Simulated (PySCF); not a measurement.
I₂, charge +1, doublet, at a GFN2-xTB geometry (a state made from the parent by changing its charge; the spin is typed, not shown lowest) (all electrons, no relativity); R2SCAN/6-311G** run with PySCF.

Here is a job for PySCF.
```python
from pyscf import gto, scf, dft

mol = gto.Mole()
mol.atom = '''
    I    -0.000000   -0.000000   -1.311008
    I     0.000000    0.000000    1.311008
'''
mol.basis = '6-311g**'
mol.charge = 1
mol.spin = 1
mol.verbose = 4
mol.build()

mf = dft.UKS(mol)
mf.xc = 'r2scan'
mf.kernel()
```

Write the output that PySCF gives for this input, abridged.


```
PySCF version 2.14.0

[INPUT] verbose = 4
[INPUT] num. atoms = 2
[INPUT] num. electrons = 105
[INPUT] charge = 1
[INPUT] spin (= nelec alpha-beta = 2S) = 1
[INPUT] symmetry False subgroup None
[INPUT] Mole.unit = angstrom
[INPUT] Symbol           X                Y                Z      unit          X                Y                Z       unit  Magmom
[INPUT]  1 I      0.000000000000   0.000000000000  -1.311008000000 AA    0.000000000000   0.000000000000  -2.477446067114 Bohr   0.0
[INPUT]  2 I      0.000000000000   0.000000000000   1.311008000000 AA    0.000000000000   0.000000000000   2.477446067114 Bohr   0.0

nuclear repulsion = 566.914460275712
number of shells = 48
number of NR pGTOs = 172
number of NR cGTOs = 124
basis = 6-311g**
ecp = {}

******** <class 'pyscf.dft.uks.UKS'> ********
method = UKS
initial guess = minao
damping factor = 0
level_shift factor = 0
DIIS = <class 'pyscf.scf.diis.CDIIS'>
diis_start_cycle = 1
diis_space = 8
diis_damp = 0
SCF conv_tol = 1e-09
SCF conv_tol_grad = None
SCF max_cycles = 50
direct_scf = True
direct_scf_tol = 1e-13
number electrons alpha = 53  beta = 52
XC library pyscf.dft.libxc version 7.1.2
    S. Lehtola, C. Steigemann, M. J. T. Oliveira, and M. A. L. Marques,  SoftwareX 7, 1–5 (2018)
XC functionals = r2scan
    J. W. Furness, A. D. Kaplan, J. Ning, J. P. Perdew, and J. Sun,  J. Phys. Chem. Lett. 11, 8208–8215 (2020)
    J. W. Furness, A. D. Kaplan, J. Ning, J. P. Perdew, and J. Sun,  J. Phys. Chem. Lett. 11, 9248–9248 (2020)
    J. W. Furness, A. D. Kaplan, J. Ning, J. P. Perdew, and J. Sun,  J. Phys. Chem. Lett. 11, 8208–8215 (2020)
    J. W. Furness, A. D. Kaplan, J. Ning, J. P. Perdew, and J. Sun,  J. Phys. Chem. Lett. 11, 9248–9248 (2020)
radial grids:
    Treutler-Ahlrichs [JCP 102, 346 (1995); DOI:10.1063/1.469408] (M4) radial grids

becke partition: Becke, JCP 88, 2547 (1988); DOI:10.1063/1.454033
pruning grids: <function nwchem_prune>
grids dens level: 3
symmetrized grids: False
atomic radii adjust function: <function treutler_atomic_radii_adjust>
small_rho_cutoff = 0
Set gradient conv threshold to 3.16228e-05
tot grids = 43920
init E= -13764.2063766329

cycle= 1 E= -13838.1066272317  delta_E= -73.9  |g|= 6.43  |ddm|= 2.92
cycle= 2 E= -13838.3158427005  delta_E= -0.209  |g|= 2.44  |ddm|= 1.69
cycle= 3 E= -13838.5555143213  delta_E= -0.24  |g|= 0.76  |ddm|= 1.29
cycle= 4 E= -13838.6078117567  delta_E= -0.0523  |g|= 0.0866  |ddm|= 0.484
cycle= 5 E= -13838.6099137298  delta_E= -0.0021  |g|= 0.0239  |ddm|= 0.12
cycle= 6 E= -13838.6102666983  delta_E= -0.000353  |g|= 0.00132  |ddm|= 0.0319
cycle= 7 E= -13838.610267231  delta_E= -5.33e-07  |g|= 0.000147  |ddm|= 0.00175
cycle= 8 E= -13838.610267239  delta_E= -8.01e-09  |g|= 1.8e-05  |ddm|= 0.000319
cycle= 9 E= -13838.6102672394  delta_E= -4.77e-10  |g|= 6.56e-06  |ddm|= 0.000148
Extra cycle  E= -13838.6102672396  delta_E= -1.82e-10  |g|= 6.5e-06  |ddm|= 0.000113
converged SCF energy = -13838.6102672396  <S^2> = 0.7521034  2S+1 = 2.0021023
```
